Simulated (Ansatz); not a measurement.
One geometry of [NbO2Cl2]- (NbCl₂O₂⁻), several levels of theory.

```yaml
crystal:
  periodic: [false, false, false]
  atoms:
    - {symbol: Nb, position_ang: [0.111567, -0.000158, 0.078145]}
    - {symbol: O, position_ang: [0.157728, -0.014903, 1.803993]}
    - {symbol: O, position_ang: [1.749352, 0.008537, -0.468172]}
    - {symbol: Cl, position_ang: [-1.015530, 1.981625, -0.689648]}
    - {symbol: Cl, position_ang: [-1.003117, -1.975101, -0.724318]}
basis:
  gaussian: {orbitals: def2-TZVPD, initial_orbitals: start.molden}
total_charge: -1
hamiltonian: {xc: {name: r2SCANh}, dispersion: d4}
scf: {omitted_lower_state_checks: [starts]}
output: {orbitals: {seedname: orbitals}}
```

The file start.molden holds the orbitals of an earlier run on this structure, at another level or in another basis.

```sh
$ ansatz run in.yaml --threads 4 --pin off --events-out ev --progress --plain --max-ram 3916MiB
```

Shortened log:

```
Functional definition: r2SCANh
1246 factors; their error is unknown
mean field evaluation 1: about -30698.8202 eV, gradient 7.9e0 eV
mean field evaluation 2: about -30698.8506 eV, gradient 4.6e-2 eV
mean field evaluation 4: about -30698.8773 eV, gradient 6.2e-5 eV
mean field -30698.87732787 eV, -1128.1629333527 hartree, gradient 1.6e-5 eV, S^2 0.000000; 0 other end points of the search recorded, 0 dependent functions left out
reference -30698.87735155 eV, -1128.1629342230 hartree; 32, 32 occupied and 180, 180 virtual orbitals, 1246 factors
Total energy: -30698.92695673 eV, -1128.1647571799 hartree
Checks for a lower state left out: starts
```

It took 6 s on 4 threads of Arm Neoverse V1 on a shared host, peak host memory 0.61 GiB.

The first input with `gaussian: {orbitals: def2-SVPD, initial_orbitals: start.molden}`, `hamiltonian: {xc: pbe, dispersion: d4}` (abridged; 1.5 s):

```
Functional definition: PBE
mean field -30675.79063936 eV, -1127.3145131987 hartree, gradient 6.3e-6 eV, S^2 0.000000
Total energy: -30675.98190323 eV, -1127.3215420162 hartree
Checks for a lower state left out: starts
```

As the first input, with `hamiltonian: {xc: {name: LC-wPBE}}` (abridged; 2.9 s):

```
Functional definition: LC-wPBE
mean field -30693.02837341 eV, -1127.9479882411 hartree, gradient 2.6e-5 eV, S^2 0.000000
Total energy: -30693.02837342 eV, -1127.9479882414 hartree
Checks for a lower state left out: starts
```

As the first input, with `correlation: {method: mp2}` and without the key `hamiltonian` (abridged; 3.1 s):

```
Functional definition: HF
mean field -30626.28918771 eV, -1125.4953684041 hartree, gradient 1.4e-6 eV, S^2 0.000000
12 core orbitals not correlated: weight in the atoms' cores, before any rotation towards them, 1.000 or more for the frozen orbitals, at most 0.000 for the correlated occupied ones
second order -35.56728625 eV of doubles, -0.00000000 eV of singles
Total energy: -30661.85647396 eV, -1126.8024420654 hartree
Checks for a lower state left out: starts
```

The first input with `hamiltonian: {xc: {name: r2SCAN0}, dispersion: d4}` (abridged; 6 s):

```
Functional definition: r2SCAN0
mean field -30697.27597352 eV, -1128.1040846659 hartree, gradient 2.0e-5 eV, S^2 0.000000
Total energy: -30697.33156945 eV, -1128.1061277787 hartree
Checks for a lower state left out: starts
```

As the first input, with `hamiltonian: {xc: {name: PBE-QIDH}}` and without the key `output` (abridged; 6.5 s):

```
Functional definition: PBE-QIDH
mean field -30668.69692709 eV, -1127.0538240812 hartree, gradient 8.5e-7 eV, S^2 0.000000
12 core orbitals not correlated: weight in the atoms' cores, before any rotation towards them, 1.000 or more for the frozen orbitals, at most 0.000 for the correlated occupied ones
second order -40.77889935 eV of doubles, -0.00000000 eV of singles
Total energy: -30682.28991618 eV, -1127.5533572166 hartree
Checks for a lower state left out: starts
```

As the first input, with `gaussian: {orbitals: def2-SVPD, initial_orbitals: start.molden}`, `correlation: {method: ccsd_t}` and without the key `hamiltonian` (abridged; 23 s):

```
Functional definition: HF
mean field -30612.89506017 eV, -1125.0031432958 hartree, gradient 2.9e-6 eV, S^2 0.000000
12 core orbitals not correlated: weight in the atoms' cores, before any rotation towards them, 1.000 or more for the frozen orbitals, at most 0.000 for the correlated occupied ones
second order -29.23979076 eV of doubles, -0.00000000 eV of singles
cycle   1  -26.49949673 eV  change     2.7e0 eV  update   2.9e-1
cycle   2  -28.01545053 eV  change    -1.5e0 eV  update   2.0e-1
cycle   3  -28.29872770 eV  change   -2.8e-1 eV  update   4.2e-2
cycle   4  -28.29395517 eV  change    4.8e-3 eV  update   1.7e-2
cycle   5  -28.28405089 eV  change    9.9e-3 eV  update   5.0e-3
cycle   6  -28.28609758 eV  change   -2.0e-3 eV  update   2.1e-3
cycle   7  -28.28575524 eV  change    3.4e-4 eV  update   1.2e-3
cycle   8  -28.28497380 eV  change    7.8e-4 eV  update   4.9e-4
cycle   9  -28.28530174 eV  change   -3.3e-4 eV  update   2.1e-4
cycle  10  -28.28536456 eV  change   -6.3e-5 eV  update   7.5e-5
cycle  11  -28.28527940 eV  change    8.5e-5 eV  update   4.2e-5
cycle  12  -28.28525258 eV  change    2.7e-5 eV  update   2.0e-5
perturbative correction -1.44587595 eV, -0.0531349611 hartree
Total energy: -30642.62618870 eV, -1126.0957421168 hartree
Checks for a lower state left out: starts
```

Geometry: PBE0-D4/def2-SVPD.

In the def2 sets Nb takes a core potential; there is no spin–orbit coupling. LC-ωPBE has ω = 0.4 bohr⁻¹. Correlated methods freeze 12 core orbitals; core or outer-core shells of Nb are correlated, in sets that lack core-valence functions. At PBE-QIDH/def2-TZVPD, CCSD(T)/def2-SVPD the test of the restricted singlet for broken spin symmetry was undecided.
